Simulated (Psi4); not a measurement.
CHO$_{2}$ (SMILES O=[C]O), doublet, at a GFN2-xTB geometry; HF/def2-SVP in Psi4 1.11.

The Psi4 input:
```
memory 2 GB

molecule mol {
0 2
O    -1.033001   -0.394127   -0.001684
C    -0.027094    0.410480   -0.012843
O     1.156494    0.255967    0.007521
H    -0.825381   -1.357600    0.030367
}

set {
  basis def2-svp
  reference uhf
}

energy('scf')
print_variables()
```

What the program printed (banner, timings and long lists left out):

```
   => Loading Basis Set <=

    Name: DEF2-SVP
    Role: ORBITAL
    Keyword: BASIS

         ---------------------------------------------------------
                                   SCF
               by Justin Turney, Rob Parrish, Andy Simmonett
                          and Daniel G. A. Smith
                              UHF Reference
         ---------------------------------------------------------

  ==> Geometry <==

    Molecular point group: c1
    Full point group: C1

    Geometry (in Angstrom), charge = 0, multiplicity = 2:

       Center              X                  Y                   Z               Mass
    ------------   -----------------  -----------------  -----------------  -----------------
         O           -1.051186222573    -0.424076990821    -0.001013985949    15.994914619570
         C           -0.045279222573     0.380530009179    -0.012172985949    12.000000000000
         O            1.138308777427     0.226017009179     0.008191014051    15.994914619570
         H           -0.843566222573    -1.387549990821     0.031037014051     1.007825032230

  Running in c1 symmetry.

  Rotational constants: A =      5.23584  B =      0.38935  C =      0.36240 [cm^-1]
  Rotational constants: A = 156966.62427  B =  11672.32593  C =  10864.42721 [MHz]
  Nuclear repulsion =   63.409228120531566

  Charge       = 0
  Multiplicity = 2
  Electrons    = 23
  Nalpha       = 12
  Nbeta        = 11

  ==> Algorithm <==

  SCF Algorithm Type is DF.
  DIIS enabled.
  MOM disabled.
  Fractional occupation disabled.
  Guess Type is SAD.
  Energy threshold   = 1.00e-06
  Density threshold  = 1.00e-06
  Integral threshold = 1.00e-12

  ==> Primary Basis <==

  Basis Set: DEF2-SVP
    Blend: DEF2-SVP
    Number of shells: 21
    Number of basis functions: 47
    Number of Cartesian functions: 50
    Spherical Harmonics?: true
    Max angular momentum: 2

   => Loading Basis Set <=

    Name: (DEF2-SVP AUX)
    Role: JKFIT
    Keyword: DF_BASIS_SCF

  ==> Integral Setup <==

  SCF_SUBTYPE=INCORE selected. In-core MEM_DF algorithm will be used.
  Using in-core AOs.

  ==> MemDFJK: Density-Fitted J/K Matrices <==

    J tasked:                   Yes
    K tasked:                   Yes
    wK tasked:                   No
    Algorithm:                 Core
    Schwarz Cutoff:           1E-12
    Mask sparsity (%):       0.0905
    Fitting Condition:        1E-10

   => Auxiliary Basis Set <=

  Basis Set: (DEF2-SVP AUX)
[...]
   @DF-UHF iter  10:  -187.98043912617010   -2.76765e-06   6.39129e-06 DIIS
   @DF-UHF iter  11:  -187.98043950250613   -3.76336e-07   2.39968e-06 DIIS
   @DF-UHF iter  12:  -187.98043953973450   -3.72284e-08   8.81363e-07 DIIS
  Energy and wave function converged.

  ==> Post-Iterations <==

   @Spin Contamination Metric:   1.257747060E-02
   @S^2 Expected:                7.500000000E-01
   @S^2 Observed:                7.625774706E-01
   @S   Expected:                5.000000000E-01
   @S   Observed:                5.000000000E-01

    Orbital Energies [Eh]
    ---------------------

    Alpha Occupied:

[...]
    Alpha Virtual:

[...]
    Beta Occupied:

[...]
    Beta Virtual:

[...]
    Final Occupation by Irrep:
              A
    DOCC [    11 ]
    SOCC [     1 ]
    NA   [    12 ]
    NB   [    11 ]

  @DF-UHF Final Energy:  -187.98043953973450

   => Energetics <=

    Nuclear Repulsion Energy =             63.4092281205315658
    One-Electron Energy =                -383.3264408760371680
    Two-Electron Energy =                 131.9367732157710975
    Total Energy =                       -187.9804395397345047

  UHF NO Occupations:
  HONO-2 :   10  A 1.9972981
  HONO-1 :   11  A 1.9971946
  HONO-0 :   12  A 1.0000000
  LUNO+0 :   13  A 0.0028054
  LUNO+1 :   14  A 0.0027019
  LUNO+2 :   15  A 0.0005679
  LUNO+3 :   16  A 0.0000925

Computation Completed

Properties will be evaluated at   0.000000,   0.000000,   0.000000 [a0]

Properties computed using the SCF density matrix

 Multipole Moments:

 ------------------------------------------------------------------------------------
     Multipole            Electronic (a.u.)      Nuclear  (a.u.)        Total (a.u.)
 ------------------------------------------------------------------------------------

 L = 1.  Multiply by 2.5417464519 to convert [e a0] to [Debye]
 Dipole X            :          0.1213787           -0.7903990           -0.6690203
 Dipole Y            :          0.5238494           -1.3017374           -0.7778880
 Dipole Z            :         -0.0143263            0.0291307            0.0148044
 Magnitude           :                                                    1.0261175

 ------------------------------------------------------------------------------------

  Variable Map:
  ----------------------------------------------------------------------------
[...]
  Array Variable Map:
  ----------------------------------------------------------------------------
[...]
[...]
```
